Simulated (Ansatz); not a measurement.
Molecule: sum formula H$_{5}$Si$_{2}$O$_{3}$, net charge 0, doublet state. It need not be the lowest isomer of its formula. SMILES: O[Si](O)(O)[SiH2]
Geometry from a B3LYP-D3(BJ)/def2-TZVP (Ansatz, an electronic-structure program) optimisation:
```
Si
O 1 1.6392
H 2 0.9624 1 118.18
O 1 1.6424 2 109.55 3 -47.74
H 4 0.9612 1 116.73 2 141.88
O 1 1.6533 2 113.20 3 67.60
H 6 0.9608 1 118.08 2 65.90
Si 1 2.3289 2 104.16 3 -167.95
H 8 1.4861 1 114.45 2 -54.73
H 8 1.4863 9 109.17 1 128.29
```
Charge 0, spin multiplicity 2.

Quantity: atomisation energy (electronic, to ground-state atoms); the coupled-cluster value holds the core correlation from cc-pwCVTZ, in kcal/mol. Cores are frozen in the correlated levels unless marked. Open shells are spin-unrestricted. Spin-orbit coupling is left out. Non-relativistic. CBS marks a two-point X^-3 extrapolation of the correlation energy; Hartree-Fock from the larger set.

Level to compare with: CCSD(T)/CBS(cc-pV(T+d)Z,cc-pV(Q+d)Z) plus the core term (Ansatz), 874.0 kcal/mol. It is a level with limits of its own, and the differences hold the functionals' basis error too.

Task: Rank these functionals by how close they come to CCSD(T)/CBS(cc-pV(T+d)Z,cc-pV(Q+d)Z), closest first: r2SCAN/def2-TZVPD (Ansatz); LC-wPBE/def2-TZVPD (Ansatz); revPBE/def2-TZVPD (Ansatz).

Result: r2SCAN/def2-TZVPD (meta-GGA, 867.5 kcal/mol, difference -6.5), LC-wPBE/def2-TZVPD (range-separated hybrid, 858.6 kcal/mol, difference -15.4), revPBE/def2-TZVPD (GGA, 834.6 kcal/mol, difference -39.4)
